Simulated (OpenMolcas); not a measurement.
## Predicting a hybrid from its neighbours: CH5InO2

The species is CH5InO2 (9 atoms), meant as a singlet with charge 0. As SMILES, `[CH3][In]([OH])[OH]`. The coordinates come from a PBE0-D4/def2-TZVP relaxation. This is one conformer, not always the lowest.

The vertical ionisation energy (to the doublet cation) y, in eV, basis def2-SVP with a core potential; a is the functional's share of exact exchange. Programs: OpenMolcas 26.06.

| functional | program | a | y (eV) |
| --- | --- | --- | --- |
| BLYP | OpenMolcas | 0 | 9.34 |
| TPSS | OpenMolcas | 0 | 9.48 |
| B3LYP | OpenMolcas | 0.2 | ? |
| PBE0 | OpenMolcas | 0.25 | 9.94 |
| BHLYP | OpenMolcas | 0.5 | 10.16 |

**Question.** Fit y = c + s·a to the known rows and predict B3LYP.

**Answer.** 
1. Means of the 4 rows: a = 0.1875, y = 9.730.
2. Σ(Δa)² = 0.17188, Σ(Δa·Δy) = 0.2675, so the slope is 0.2675/0.17188 = 1.5563.
3. Intercept: 9.730 − (1.5563) × 0.1875 = 9.438. The largest residual of the fit is 0.11.
4. B3LYP: 9.438 + (1.5563) × 0.2 = 9.75 eV.

The run gave 9.86 eV, so the prediction is off by -0.11 eV, within the largest residual. The rows mix families of semi-local functionals, which the line can't see. Spin-orbit coupling is left out.
